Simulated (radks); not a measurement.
Au42+, configuration [Kr] 4d1. Method: non-relativistic Kohn-Sham, LDA (Slater exchange, Perdew-Wang correlation), spin-unpolarised, spherical densities, point nucleus; relativity is left out, which matters for an element this heavy; computed with a radial shooting solver on a logarithmic mesh with Libxc functionals. Some entries of the table are withheld. Estimate them.

orbital,occ.,eigenvalue (eV),r(max) (bohr)
1s,2,(1),0.01273
2s,2,-14163.64,(2)
2p,6,(3),0.05362
3s,2,-4750.596,0.1877
3p,6,-4536.974,0.1764
3d,10,-4143.945,0.1382
4s,2,-2240.748,0.3922
4p,6,-2146.374,0.3872
4d,1,-1979.179,0.3693

Answer. 
(1) 1s eigenvalue (eV): -74998.10
(2) 2s r(max) (bohr): 0.06916
(3) 2p eigenvalue (eV): -13699.43
